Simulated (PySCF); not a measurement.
Calculation: PBE-D3(BJ)/def2-TZVP // r2SCAN-D4/def2-SVP (PySCF). Isolated molecules, 0 K electronic values unless said otherwise. One relaxed conformer stands for a flexible species; it need not be the lowest. 

Reference species: [Cd(F)(OH)] (neutral, multiplicity 1).

The HOMO–LUMO gap is 4.03 eV and the HOMO is -6.84 eV. The mean distance from the central atom to its bonded neighbours comes out as 1.939 Å. The LUMO is -2.81 eV.

Changed species: [Cd(OH)2] (2 of 2 F replaced by OH; the reference has 1 of 2 F replaced by OH).

Q: Give the shifts of the HOMO–LUMO gap, HOMO, mean distance from the central atom to its bonded neighbours and LUMO.

A: the HOMO–LUMO gap rises by 0.05 eV, to 4.08 eV; the HOMO rises by 0.41 eV, to -6.43 eV; the mean distance from the central atom to its bonded neighbours rises by 0.022 Å, to 1.961 Å; the LUMO goes up by 0.46 eV, to -2.35 eV.
